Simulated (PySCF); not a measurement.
Input of a run (PBE0-D3(BJ)/def2-SVP geometry optimisation, gas phase, def2 core potentials past Kr (PySCF 2.14.0)), started from GFN2-xTB:
```
{"job": {"xc": "PBE0", "basis": "def2-SVP", "d3": "d3bj", "grid": 1, "maxiter": 40, "kind": "geom"}, "charge": 0, "multiplicity": 1}
Bi     0.087090     0.164830     0.891480
H      1.521510     0.127480    -0.162900
H     -0.599870     1.402860    -0.186590
Br    -1.008730    -1.695160    -0.541980
```

Output (energies in Eh, forces in Eh/bohr):
```
step   0  E = -2789.39315232  max force = 0.009433
step   1  E = -2789.39418641  max force = 0.006109
step   2  E = -2789.39448619  max force = 0.002136
step   3  E = -2789.39447627  max force = 0.003281
step   4  E = -2789.39452172  max force = 0.002526
step   5  E = -2789.39453859  max force = 0.001846
step   6  E = -2789.39453738  max force = 0.001444
step   7  E = -2789.39453437  max force = 0.001210
step   8  E = -2789.39453233  max force = 0.001201
step   9  E = -2789.39453124  max force = 0.001265
step  10  E = -2789.39453069  max force = 0.001302
optimisation converged
```

Problem. Summarise the run.

Solution. The energy falls by 0.038 eV over 11 energy and gradient evaluations, the largest force component goes from 0.0094 to 1.3e-03 Eh/bohr, and the atoms move by 0.052 Å rms after alignment. The bond that changes most is Bi1–Br4 (ends: bismuth bonded to Br and 2 H; bromine bonded to Bi), which lengthens by 0.027 Å. Bonds longer at the end by more than 0.005 Å: 3 of 3; shorter: 0. Among the angles that change most is H2–Bi1–Br4, from 89.9° to 93.0°. The energy rose by more than 1e-6 Eh at steps 3, 6, 7, 8 and 9. The first step brought 75 % of the lowering.

Problem. What are the final bond lengths?

Solution. Bi1–H2 1.801 Å, Bi1–H3 1.801 Å, Bi1–Br4 2.618 Å. Numbering counts from 1 in the input's order; the species is `[BiH2][Br]` (BiH2Br).

The run used 68 basis functions and 56 SCF cycles in all. The run took 16 s wall on one thread of an x86-64 server, no GPU (shared host).

PBE0-D3(BJ)/def2-SVP frequencies: not computed here.
